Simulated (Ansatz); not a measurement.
`C[CH](C)[Al]([CH](C)C)[CH](C)C`, 31 atoms. Total charge 0; spin multiplicity 1. Hardware: A = 4 threads of an AMD EPYC 7R13 on a shared host and a share of an NVIDIA H100 80 GB; B = 4 threads of an AMD EPYC 7R13 on a shared host. Correlated methods freeze the cores.

**Question.** How many basis functions does each run have, and how long does it take in Ansatz? RKS B2PLYP (frozen core)/def2-TZVPP energy [A]; RKS PBE0-D4/def2-SVP energy [B]; RHF-CCSD(T)/def2-SVP energy [A]; RKS CAM-B3LYP-D4/def2-TZVPP energy [A]; RKS PBE-D4/def2-TZVPP energy and forces [A]; direct RPA on PBE orbitals/def2-TZVPP energy [A]; RKS PBE0-D4/def2-QZVPP energy [A]; RKS ωB97M-V/def2-TZVPP energy and forces [A]; RHF-CCSD(T)/def2-TZVPP energy [A]; RKS PBE0-D4/def2-TZVP relaxation (12 steps) [A]; RKS ωB97M-V/def2-QZVPP energy [A]; RKS ωB97M-V/def2-SVP energy [B]. (An estimate is asked.)

**Answer.** Ansatz gave: Other jobs shared the machine, so times are rough.

| level | job | functions | wall time | peak host memory (GiB) |
| --- | --- | --- | --- | --- |
| RKS CAM-B3LYP-D4/def2-TZVPP | energy [A] | 615 | 2.9 s | 1.2 |
| RKS PBE-D4/def2-TZVPP | energy and forces [A] | 615 | 3.7 s | 1.2 |
| RKS PBE0-D4/def2-QZVPP | energy [A] | 1213 | 4.2 s | 1.9 |
| RHF-CCSD(T)/def2-SVP | energy [A] | 249 | 4.7 s | 0.87 |
| direct RPA on PBE orbitals/def2-TZVPP | energy [A] | 615 | 5.5 s | 3.8 |
| RKS PBE0-D4/def2-SVP | energy [B] | 249 | 5.5 s | 1.4 |
| RKS B2PLYP (frozen core)/def2-TZVPP | energy [A] | 615 | 5.5 s | 3.8 |
| RKS ωB97M-V/def2-TZVPP | energy and forces [A] | 615 | 7 s | 1.4 |
| RKS ωB97M-V/def2-QZVPP | energy [A] | 1213 | 9.6 s | 2 |
| RKS ωB97M-V/def2-SVP | energy [B] | 249 | 16 s | 1.7 |
| RKS PBE0-D4/def2-TZVP | relaxation (12 steps) [A] | 442 | 39 s | 1.1 |
| RHF-CCSD(T)/def2-TZVPP | energy [A] | 615 | 4.3 min | 3.6 |
